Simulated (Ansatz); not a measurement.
`c1ccc(-c2ccc(-c3ccc(-c4ccc(-c5ccc(-c6ccc(-c7ccc(-c8cccnc8)nc7)nc6)nc5)nc4)nc3)nc2)nc1`, 74 atoms. Hardware: 4 threads of AMD EPYC 7R13 on a shared host and a share (37 GiB) of an NVIDIA H100 80GB HBM3.

Single mean-field runs in def2-SVP are fitted with def2-universal-jkfit.

(1) How many basis functions does each of these Ansatz runs have, and roughly what does it cost? PBE-D4/def2-SVP, charge 0 singlet, relaxation, 11 steps; PBE-D4/def2-SVP, charge 0 triplet at the geometry of the charge 0 singlet, energy, from earlier orbitals; PBE-D4/def2-SVP, charge 1 doublet at the geometry of the charge 0 singlet, energy, from earlier orbitals; PBE0-D4/def2-SVP, charge 1 doublet at the geometry of the charge 0 singlet, energy; PBE0-D4/def2-SVP, charge -1 doublet at the geometry of the charge 0 singlet, energy; r2SCAN-D4/def2-SVP, charge 0 singlet, energy and forces, from earlier orbitals; PBE-D4/def2-SVP, charge -1 doublet at the geometry of the charge 0 singlet, energy, from earlier orbitals; PBE0-D4/def2-SVP, charge 0 triplet at the geometry of the charge 0 singlet, energy; PBE0-D4/def2-SVP, charge 0 singlet, energy, from earlier orbitals; PBE-D4/def2-SVP, charge 0 singlet, energy, from earlier orbitals.

Results:

(1) Other jobs shared the machine, so times can vary by a factor of up to 3. A dash marks memory too small to be measured apart from the calling script's.

| run | functions | fitting or Cholesky vectors | wall time | peak host memory (GiB) |
| --- | --- | --- | --- | --- |
| PBE-D4/def2-SVP, charge 0 singlet, energy, from earlier orbitals | 802 | 4084 | 4.9 s | – |
| PBE0-D4/def2-SVP, charge 0 singlet, energy, from earlier orbitals | 802 | 4084 | 8 s | – |
| PBE-D4/def2-SVP, charge -1 doublet at the geometry of the charge 0 singlet, energy, from earlier orbitals | 802 | 4084 | 11 s | 1.4 |
| PBE-D4/def2-SVP, charge 0 triplet at the geometry of the charge 0 singlet, energy, from earlier orbitals | 802 | 4084 | 15 s | 1.6 |
| PBE-D4/def2-SVP, charge 1 doublet at the geometry of the charge 0 singlet, energy, from earlier orbitals | 802 | 4084 | 20 s | 1.6 |
| PBE0-D4/def2-SVP, charge 1 doublet at the geometry of the charge 0 singlet, energy | 802 | 4084 | 20 s | 1.5 |
| r2SCAN-D4/def2-SVP, charge 0 singlet, energy and forces, from earlier orbitals | 802 | 4084 | 21 s | 1.4 |
| PBE0-D4/def2-SVP, charge -1 doublet at the geometry of the charge 0 singlet, energy | 802 | 4084 | 21 s | 1.5 |
| PBE0-D4/def2-SVP, charge 0 triplet at the geometry of the charge 0 singlet, energy | 802 | 4084 | 31 s | 1.6 |
| PBE-D4/def2-SVP, charge 0 singlet, relaxation, 11 steps | 802 | 4084 | 56 s | – |
